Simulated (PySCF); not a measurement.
**LiSe: energy against distance**

Set-up: PySCF, spin-free X2C with a Gaussian nucleus, basis sets Li x2c-SVPall, Se x2c-SVPall. Energies in eV from Li + Se in their ground configurations at the same level. State: ²Π (doublet), unpaired electrons π ↑.

```
R (Å)  r²SCAN   B97-3    PBE0  UHF-CCSD(T)
1.951  -2.431          -2.370             
2.042  -2.704  -2.707  -2.631       -2.208
2.133  -2.859  -2.855  -2.776       -2.373
2.201  -2.917  -2.908  -2.828       -2.438
2.269  -2.938  -2.924  -2.842       -2.464
2.337  -2.928  -2.910  -2.827       -2.458
2.428  -2.881  -2.856  -2.772       -2.415
2.541  -2.780  -2.749  -2.663       -2.318
2.677  -2.621  -2.583  -2.496       -2.161
2.859  -2.373  -2.327  -2.238
```

**Question.** Put a parabola through the three lowest points of the r²SCAN curve and estimate Re, k and ωe (reduced mass 6.45 u; 1 eV/Å² = 0.16022 mdyn/Å; ωe = 1302.8·√(k/μ) cm⁻¹).

**Answer.** Through R = 2.201, 2.269, 2.337 Å the second-order coefficient is 3.35 eV/Å², so Re ≈ 2.281 Å, k ≈ 1.07 mdyn/Å and ωe ≈ 532 cm⁻¹. A polynomial fit of higher order to the unrounded r²SCAN energies gives Re = 2.279 Å, k = 0.991 mdyn/Å, ωe = 511 cm⁻¹; anharmonicity and rounding make the difference.

The higher-order fit for each curve: r²SCAN: Re = 2.279 Å, ωe = 511 cm⁻¹, De = 2.94 eV; B97-3: Re = 2.268 Å, ωe = 518 cm⁻¹, De = 2.92 eV; PBE0: Re = 2.265 Å, ωe = 519 cm⁻¹, De = 2.84 eV; UHF-CCSD(T): Re = 2.290 Å, ωe = 509 cm⁻¹, De = 2.46 eV.

Correlated steps freeze 9 core orbitals. Correlated levels converge slowly with the basis: in double zeta they bind strong bonds too weakly, by up to about 1 eV, and carry superposition errors of some tenths. Spin–orbit coupling is left out. The state was picked by a PBE0 search and need not be the measured ground state.
